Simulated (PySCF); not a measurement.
Dipole moment and polarisability of `CC(C)(C)[SiH2]P`

Compound: C₄H₁₃PSi.
Geometry (PBE0-D3(BJ)/def2-SVP, Å), atoms numbered from 1 in this order:
```xyz
19
C4H13PSi angstrom
C     -0.3998   -1.3136   -0.5500
C     -0.3467    0.1261   -0.0327
C     -0.6143    0.1531    1.4739
C     -1.3806    0.9854   -0.7671
Si     1.3823    0.8518   -0.3796
P      2.9651   -0.4239    0.6381
H      0.3235   -1.9633   -0.0306
H     -0.1913   -1.3705   -1.6308
H     -1.4030   -1.7441   -0.3836
H     -0.5984    1.1798    1.8731
H     -1.6092   -0.2732    1.6929
H      0.1303   -0.4360    2.0328
H     -2.3991    0.5977   -0.5874
H     -1.3613    2.0322   -0.4231
H     -1.2149    0.9852   -1.8564
H      1.6033    0.9467   -1.8589
H      1.4895    2.2269    0.2039
H      4.0449    0.3928    0.1832
H      3.0809   -1.3404   -0.4512
```

Level: CAM-B3LYP/def2-SVPD (PySCF), static field, nuclei fixed, core orbitals frozen in the response. The polarisability tensor in these axes (au):

```
x   119.85  -4.60   4.59
y    -4.60  99.67  -3.54
z     4.59  -3.54  97.21
```

Q: What are the eigenvalues, a third of the trace, and Δα (Δα² = ½Σ(αi − αj)² over the three pairs)?

A: Principal values 94.64, 100.13 and 121.97 au; mean 105.58 au = 15.65 Å³ = 17.41 × 10⁻⁴⁰ C²·m²/J; Δα = 25.04 au (24 % of the mean).

Q: What is the dipole moment, and where does it point?

A: (-0.75, -0.01, -0.55) D, 0.93 D in size, pointing from the negative to the positive side. Measured along this direction, the outermost atoms are H18 at the negative end and H13 at the positive end.

Q: What depolarisation ratio follows for Rayleigh scattering of linearly polarised light, taking the static tensor?

A: ρ = 3Δα²/(45ᾱ² + 4Δα²) = 1881.2/(501604 + 2508.2) = 0.00373.

Q: Refractivity n − 1 of an ideal gas of it at 350 K and 1 atm, from the electronic α?

A: N = p/kT = 2.0968 × 10¹⁹ cm⁻³, so n − 1 = 2π × N × 15.65 × 10⁻²⁴ cm³ = 2061 × 10⁻⁶ at long wavelengths, for an ideal gas.

Q: Along which axes do the principal values lie, and how far do the nuclei extend along each?

A: Largest value along (0.95, -0.23, 0.21), where the nuclei span 6.33 Å; middle along (0.31, 0.81, -0.50), 3.84 Å; least along (-0.05, 0.54, 0.84), 4.34 Å. The strongest response lies along the longest span, while the other two are in reverse order.

Q: What are the principal values of the traceless quadrupole moment, Θ = ½Σq(3rr − r²1), about the centre of nuclear charge?

A: -4.04, 1.64, 2.40 D·Å. The values depend on the origin, since the dipole doesn't vanish. The electronic extent ⟨r²⟩ about the same centre is 1135 bohr², a root-mean-square distance of 2.19 Å for the 66 electrons.

Q: Find the Langevin capture rate constant for H3O+ (19.018 u) meeting this molecule (120.052 u), k = 2.342 × 10⁻⁹ cm³/s × √(α in Å³ / reduced mass in u).

A: The reduced mass is 16.42 u, so k = 2.29 × 10⁻⁹ cm³/s. The formula leaves out the permanent dipole, which adds to the capture rate.

Isolated species at its PBE0-D3(BJ)/def2-SVP geometry (one conformer only).
